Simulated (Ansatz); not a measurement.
`[OH][GaH][F]` + NH₃ → `[NH2][GaH][OH]` + H–F at 600 K and 1 bar (ligand exchange at a Ga–F bond).

Computed with Ansatz on PBE0-D4/def2-TZVP structures; ΔE is electronic, products minus reactants. CBS: MP2 limit from def2 TZ/QZ plus the TZ coupled-cluster correction, frozen cores. This one scheme is used for every species. For Ga outer-core shells are correlated without core-valence functions, which leaves a few kJ/mol of doubt a bond. Scalar relativity is left out up to krypton. Each species was taken in one conformer, which may not be the lowest.

```csv
species,CCSD(T)/CBS energy (Eh),H − E (kJ/mol),S (J/(mol·K))
`[OH][GaH][F]`,-2100.17635,96.3,342.0
NH₃,-56.50880,112.4,219.5
`[NH2][GaH][OH]`,-2056.27372,166.7,374.1
H–F,-100.39570,42.3,194.0
```

H − E and S are ideal-gas, rigid-rotor, harmonic terms from PBE0-D4/def2-TZVP, for one conformer and one mirror image of each species. 1 Eh = 2625.50 kJ/mol, R = 8.31446 J/(mol·K).

Problem. By hand: ΔE, ΔH, ΔS and ΔG.

Solution. ΔE = (-2056.27372) + (-100.39570) − (-2100.17635) − (-56.50880) = 0.01573 Eh = 41.3 kJ/mol. Δ(H − E) = 166.7 + 42.3 − 96.3 − 112.4 = 0.3, so ΔH = 41.6 kJ/mol. ΔS = 374.1 + 194.0 − 342.0 − 219.5 = 6.6 J/(mol·K). ΔG = 41.6 − 600 × (6.6)/1000 = 37.6 kJ/mol.

Problem. By hand: the equilibrium constant, and the temperature at which ΔG would vanish if ΔH and ΔS stayed fixed.

Solution. log₁₀ K = −ΔG/(RT ln 10) = -3.3. ΔG = 0 at ΔH/ΔS = 6303 K, far beyond where these terms or the molecules hold.

The number of gas molecules stays the same, so ΔS is small and ΔH decides. A doubt of 5 kJ/mol in ΔE shifts log₁₀ K by 0.4 here. Other conformers and mirror images would add mixing entropy, several J/(mol·K) or more a flexible species. These are equilibria of isolated gas molecules and say nothing of rates. Largest T1 diagnostic: 0.015 (customary marks: 0.02 for closed shells, 0.045 for open ones).
